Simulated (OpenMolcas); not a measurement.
# Cr4+: effect of the active space

```json
{
 "Program": "OpenMolcas",
 "Method": "SS-CASPT2 or its RAS form, IPEA 0.25 Eh, imaginary shift 0.1 Eh",
 "Basis": "ANO-RCC-VQZP",
 "Scalar Hamiltonian": "DKH2, point nucleus",
 "Spin-orbit coupling": "RASSI with atomic mean-field integrals over the reference wave functions, term energies averaged over their components"
}
```

A. 2 electrons in 5 orbitals (3d); 2S+1 = 3 even, 10 roots; 2S+1 = 1 even, 15 roots; closed shells correlated: 3s 3p; CASPT2 step about 8 core-seconds
B. 8 electrons in 8 orbitals (RAS1 3p, at most 2 holes; RAS2 3d); 2S+1 = 3 even, 10 roots; 2S+1 = 1 even, 15 roots; closed shells correlated: 3s; CASPT2 step about 14 core-seconds
C. 2 electrons in 10 orbitals (3d 4d); 2S+1 = 3 even, 10 roots; 2S+1 = 1 even, 15 roots; closed shells correlated: 3s 3p; CASPT2 step roughly 60 core-seconds

Energies in cm-1 above 3d2 3F2, the measured ground level; measured values from Sugar and Corliss, J. Phys. Chem. Ref. Data 6, 317 (1977).

| Level | A | B | C | Measured |
| --- | --- | --- | --- | --- |
| 3d2 3F2 | 0.0 | 0.0 | 0.0 | 0.0 |
| 3d2 3F3 | 505 | 525 | 508 | 508 |
| 3d2 3F4 | 1148 | 1193 | 1155 | 1142 |
| 3d2 1D2 | 12990 | 13150 | 12920 | 13188 |
| 3d2 3P0 | 16260 | 16040 | 16110 | 15492 |
| 3d2 3P1 | 16440 | 16230 | 16290 | 15677 |
| 3d2 3P2 | 16820 | 16630 | 16670 | 16041 |
| 3d2 1G4 | 22400 | 22140 | 22190 | 22019 |
| 3d2 1S0 | 51680 | 50870 | 51900 | 51146 |

Deviations, from unrounded energies. A percentage is the sum of absolute deviations over the sum of measured energies, with the sign that they share, or ± where signs differ.

```tsv
Against measurement	Levels	A	B	C
mean absolute deviation (cm-1)	8	430	270	380
fine structure of the ground term (%)	2	±0.6	+4.2	+0.8
other terms of the ground configuration (%)	6	±2.6	±1.6	±2.3
```

B lies closest to measurement on these levels and A furthest from it. The largest miss of B in the table is 3d2 3P2, by +590 cm-1. The ranking rests on the paired levels alone, and a cruder setting can come out closer through cancelling errors.

The two smallest mean deviations differ by little beside CASPT2's spread within terms, so their order carries little weight.

Among A to C the level of the table that moves most is 3d2 1S0, by 1000 cm-1 (lowest in B, highest in C). Moves below CASPT2's spread within the term are not significant.

CASPT2 breaks the degeneracy within a term, and the mean is taken; among the terms shown or strongly mixed into the levels shown the widest spread is 930 cm-1 (3d2 3F, C). Active for correlation alone: 3p; no level in the range computed is led by a configuration that opens it, so any true level of that kind is missing (holds for B). Active for correlation alone: 4d; no level in the range computed is led by a configuration that fills it, so any true level of that kind is missing (holds for C). Measured partners are found by configuration, term and J. A level has none where our copy of the source lacks it or the pairing is in doubt (some pairs that miss far off the trend of their configuration count as doubtful), and it then counts in no deviation. Only configurations of the active space appear.
